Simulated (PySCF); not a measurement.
## A ladder for the ionisation energy of V⁺

V⁺ [Ar] 3d4 (5D) → V²⁺ [Ar] 3d3 (4F). Scalar values calculated with PySCF 2.14 in aug-cc-pVTZ-DK (spin-free X2C; valence: [Ar] frozen). The spin-orbit shift comes from two-component X2C-1e calculations (generalised Hartree-Fock, GHF, and MP2 on its spinors, GMP2) in x2c-QZVPPall-2c: GMP2 gives 14.687 eV without and 14.671 eV with screened spin-orbit coupling, a shift of -0.016 eV (GHF: -0.016 eV). Sums use unrounded values; where a UHF row is shifted, it takes the GHF shift.

```
           method  scalar (eV)  plus spin-orbit shift (eV)  error (eV)
              UHF       13.173                      13.157      -1.477
              LDA       15.738                      15.722       1.088
              PBE       15.337                      15.321       0.687
             PBE0       14.985                      14.969       0.335
          r2SCANh       14.759                      14.743       0.109
           B2PLYP       14.499                      14.483      -0.151
              M06       15.016                      15.000       0.366
    MP2 (valence)       13.930                      13.914      -0.720
SCS-MP2 (valence)       13.425                      13.409      -1.225
   CCSD (valence)       14.009                      13.993      -0.641
CCSD(T) (valence)       14.032                      14.016      -0.618
```

Reference: 14.634 ± 0.007 eV (measured; NIST Atomic Spectra Database, ionization energies).

The errors of the correlated levels include the incompleteness of the basis and the frozen core, so a lower level can come closer by cancellation.
